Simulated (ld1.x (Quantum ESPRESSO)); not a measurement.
Configuration tests for germanium (Ge) (RRKJ)

ld1.x (Quantum ESPRESSO) 7.5 input, shortened:

```
&input
   title='Ge', zed=32., rel=1, dft='PBESOL', iswitch=3,
   config='[Ar] 3d10 4s2 4p2'
 /
 &inputp
   pseudotype=2, tm=.false., lloc=0,
   nlcc=.false.
 /
3
3P  2  1   6.00   0.00  0.90  0.90  0.0
3D  3  2  10.00   0.00  1.25  1.25  0.0
4S  1  0   2.00   0.00  1.55  1.55  0.0
 &test
   configts(1)='3p6 3d10 4s2 4p2'
 /
```

Occupied shells without a wave of their own: 4p. They enter only through the test configuration that unscreens the potential.

Energies are relative to the spin-unpolarised reference configuration 3p6 3d10 4s2 4p2; without spin polarisation the order of configurations can differ from experiment. Not all tests gave a result: 1 of 7 tests not solved or not reliable. Left out of the table: 3p6 3d10 4s0 4p4 (solver errors, printed error -5882 eV). The frozen-core shift is the all-electron ΔE with the core orbitals held at their reference shape minus the fully relaxed ΔE.

Question: Give the all-electron excitation energy and the error of the potential for: 3p6 3d10 4s2 4p1; 3p6 3d10 4s2 4p0; 3p6 3d10 4s1 4p0; 3p6 3d9 4s2 4p3; 3p6 3d10 4s0 4p0; 3p6 3d9 4s2 4p2.

Answer:

| valence configuration | charge | ΔE all-electron (eV) | error AE − PS (meV) | frozen-core shift (meV) |
| --- | --- | --- | --- | --- |
| 3p6 3d10 4s2 4p1 | +1 | 7.453 | +2168 | +0.7 |
| 3p6 3d10 4s2 4p0 | +2 | 22.902 | +5778 | +2.1 |
| 3p6 3d10 4s1 4p0 | +3 | 57.690 | +8123 | +5.4 |
| 3p6 3d9 4s2 4p3 | 0 | 29.625 | -2564 | +35 |
| 3p6 3d10 4s0 4p0 | +4 | 103.824 | +10659 | +11 |
| 3p6 3d9 4s2 4p2 | +1 | 38.691 | -155 | +36 |

Levels in the configuration 3p6 3d10 4s0 4p0:

```tsv
level	all-electron (eV)	pseudo (eV)
3p	-164.526	-160.449
3d	-78.002	-74.139
```

These tests converged, but a pseudo level misses the all-electron one widely, so the file describes the atom poorly there or has found another state: 3p6 3d10 4s2 4p1: 4p by 2.9 eV; 3p6 3d10 4s2 4p0: 4s by 2.2 eV; 3p6 3d10 4s1 4p0: empty 4p by 5.5 eV; 3p6 3d9 4s2 4p3: 4p by 1.7 eV; 3p6 3d10 4s0 4p0: empty 4p by 6.8 eV; 3p6 3d9 4s2 4p2: 4p by 3.1 eV. ld1.x printed “convergence not achieved” for 5 of the counted tests; their residual had stalled under 1e-8, short of the target of 1e-14. The 4p level has no wave, so the channel is fitted at the deeper level alone: the likely source of the large errors.

The potential misses its own reference levels by up to 1.5 eV, so it is not fit for use.
